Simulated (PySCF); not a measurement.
Decane, C10H22.
Geometry (PBE0-D3(BJ)/def2-SVP, Å), atoms numbered from 1 in this order:
```
atom  x, y, z in Å
C1    -5.575   -0.835    0.050
C2    -4.359   -0.070   -0.447
C3    -3.043   -0.589    0.115
C4    -1.821    0.173   -0.377
C5    -0.505   -0.343    0.188
C6     0.716    0.421   -0.303
C7     2.032   -0.087    0.269
C8     3.248    0.683   -0.230
C9     4.576    0.253    0.385
C10    4.992   -1.174    0.056
H11   -5.659   -0.783    1.148
H12   -5.515   -1.901   -0.222
H13   -6.509   -0.437   -0.373
H14   -4.464    1.000   -0.192
H15   -4.321   -0.109   -1.550
H16   -3.077   -0.550    1.219
H17   -2.934   -1.659   -0.139
H18   -1.931    1.243   -0.123
H19   -1.785    0.133   -1.481
H20   -0.541   -0.303    1.292
H21   -0.393   -1.413   -0.066
H22    0.600    1.492   -0.055
H23    0.755    0.376   -1.407
H24    2.138   -1.159    0.026
H25    1.995   -0.033    1.373
H26    3.093    1.758   -0.030
H27    3.309    0.591   -1.331
H28    4.522    0.377    1.482
H29    5.364    0.946    0.046
H30    4.287   -1.914    0.465
H31    5.985   -1.407    0.470
H32    5.042   -1.332   -1.034
```

Computed, not measured: PBE0-D3(BJ)/def2-SVP geometry optimisation, gas phase in PySCF 2.14.0.

Masses are those of the commonest isotopes; rigid-rotor values at the optimised geometry. The values belong to one conformer with, in the numbering `[CH3:1][CH2:2][CH2:3][CH2:4][CH2:5][CH2:6][CH2:7][CH2:8][CH2:9][CH3:10]`, C1–C2–C3–C4 180°, C2–C3–C4–C5 180°, C3–C4–C5–C6 180°, C4–C5–C6–C7 180°, C5–C6–C7–C8 180°.

(1) What are A, B and C (MHz)?

(2) Classify the top.

(3) Is it planar, by Δ = Ic − Ia − Ib?

(4) Give the other two planar moments, Paa and Pbb, and the rms extents of the mass along the axes.

Results:

(1) Ia = 87.87, Ib = 1844.56, Ic = 1885.54 u·Å²; 505379 MHz·u·Å²/I gives A = 5751, B = 274.0, C = 268.0 MHz.

(2) A near-prolate asymmetric top; Ray's κ = -0.998.

(3) Not planar: Δ = Ic − Ia − Ib = -46.89 u·Å². For a rigid frame Δ = −2 Σ m c², so Σ m c² = 23.45 u·Å² lies off the ab plane: 17.75 from hydrogen and 5.70 from heavier atoms. The atom farthest from that plane is 1.46 Å away.

(4) Paa = Σ m a² = (Ib + Ic − Ia)/2 = 1821.11 and Pbb = Σ m b² = (Ia + Ic − Ib)/2 = 64.43 u·Å². With the mass M = 142.17 u, the rms extents √(P/M) along a, b and c are 3.58, 0.67, 0.41 Å.

The dipole components are |μa| = 0.03 D, |μb| = 0.04 D, |μc| = 0.01 D.

PBE0-D3(BJ)/def2-SVP frequencies: not computed here. No vibrational averaging or centrifugal distortion is included, and the geometry carries the error of its method. A rigid rotor knows nothing of internal rotation, which can split or shift real lines.

The run took 2.6 min wall on one thread, Arm Neoverse V1 (shared host). This is the geometry optimisation.
